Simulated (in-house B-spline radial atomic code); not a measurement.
A fraction x of an electron is removed from 4d in Cd⁵⁺, starting from [Kr] 4d7 and keeping the highest spin. Level of theory: non-relativistic LDA exchange-only, spin-polarised, spherical fractional occupations, point nucleus; calculated with a radial B-spline atomic code at the basis-set limit.

```
   x  E(x) - E(0) (eV)  4d down level (eV)
   0            0.0000             -77.843
0.06            4.7024             -78.905
0.17           13.4894             -80.860
0.31           24.9849             -83.364
0.47           38.5534             -86.245
 0.5           41.1489             -86.788
0.53           43.7607             -87.331
0.74           62.5011             -91.155
0.84           71.7082             -92.988
   1           86.8218             -95.936
```

The exact functional would give a straight line between the two integer points. Deviations E(x) - E(0) - x[E(1) - E(0)], in eV: -0.507 at x = 0.06, -1.27 at x = 0.17, -1.93 at x = 0.31, -2.253 at x = 0.47, -2.262 at x = 0.5, -2.255 at x = 0.53, -1.747 at x = 0.74, -1.222 at x = 0.84.

The curve lies below the straight line by up to 2.262 eV (at x = 0.5): convex, the delocalisation error that favours fractional charges.

Problem. How well does Slater's transition state (minus the level at half occupation) give the ionisation energy?

Solution. It gives 86.788 eV against 86.822 eV from the two total energies; NIST lists 87.00 eV, ground level to ground level.
